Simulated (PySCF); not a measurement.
Compound: C5H9NSi.
Cartesian coordinates in Å at the GFN2-xTB level; atoms count from 1:
```
atom  x, y, z in Å
C1    -2.4355    0.5576   -0.8258
C2    -1.3200    0.0174   -0.3658
Si3   -0.6738   -1.6342    0.3014
N4     0.6718   -0.5298    0.3299
C5     2.0505   -0.5513    0.7107
C6     0.0202    0.6031   -0.1750
C7     0.5025    1.8195   -0.3950
H8    -2.4851    1.5879   -1.1444
H9    -3.3479   -0.0103   -0.9049
H10   -1.1292   -2.0820    1.6185
H11   -0.5101   -2.7603   -0.6186
H12    2.2465    0.1605    1.5198
H13    2.6946   -0.2907   -0.1357
H14    2.3086   -1.5517    1.0530
H15    1.5255    2.0784   -0.1870
H16   -0.1260    2.5949   -0.7925
```

NICS is the negative of the GIAO shielding at a point without a nucleus: at the ring centre (0) and 1 Å above and below it (1); zz is the component along the ring normal. Level: GIAO PBE0/pcSseg-1 (PySCF, non-relativistic, gas phase) on the GFN2-xTB geometry, one conformer.

Ring bond lengths (Å), with Mayer bond orders in brackets: C2–Si3 1.895 (0.89), Si3–N4 1.741 (0.94), N4–C6 1.401 (1.01), C6–C2 1.475 (1.01).

**Question.** What do the NICS probes read (ppm)?

**Answer.** 
```tsv
ring	type	NICS(0)	NICS(1), two faces	NICS(1)zz, two faces	rms pucker (Å)	centre to ring atoms, mean (Å)
C2–Si3–N4–C6	4-membered ring with N and Si; formal bonds all single	-0.9	-2.2 / -2.2	1.0 / 1.1	0.00	1.15
```

**Question.** What can be read from them?

**Answer.** 
- C2–Si3–N4–C6: mean NICS(1)zz 1.1 ppm, near zero. Si3 has four or more neighbours; no verdict on aromaticity is drawn.

**Question.** What are the shieldings of the ring atoms and their hydrogens in the same run (means over atoms taken as equivalent)?

**Answer.** 
```
   atoms                      environment  σ isotropic (ppm)  principal values of the symmetric part, first atom (ppm)
      C2  fully substituted alkene carbon               34.8                                        -61.6, 28.9, 137.0
     Si3                     SiH2 silicon              369.1                                       332.8, 334.4, 440.1
      N4           silicon-bound nitrogen              175.0                                       114.3, 187.0, 223.8
      C6  vinylic carbon bearing nitrogen               23.1                                        -80.0, 43.1, 106.2
H10 (×2)                    Si–H hydrogen              26.28                                          23.4, 24.4, 31.1
```
